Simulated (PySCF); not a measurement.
**Electron correlation in K⁺ (potassium, charge +1)**

[Ar], closed-shell 1S. All numbers are calculated (PySCF 2.14, the spin-free X2C one-electron Hamiltonian (Gaussian nucleus), in x2c-TZVPall (6s4p3d, 33 functions)). Frozen: [Ne] 3s2; 6 electrons correlated.

Total MP2 correlation energy: -126.28 mhartree.

Same-spin part -37.75 and opposite-spin part -88.52 mhartree; SCS-MP2 scales them by 1/3 and 6/5 to -118.81 mhartree.

```tsv
level	correlation energy (mhartree)
CCSD	-136.20
(T)	-0.79
CCSD(T)	-136.99
```

Diagnostics: T1 = 0.0012, D1 = 0.0018, largest double amplitude 0.023.

Cost of the coupled-cluster step: 0.09 s of wall time on 1 thread of Neoverse-V1 (shared host), for 6 correlated electrons.
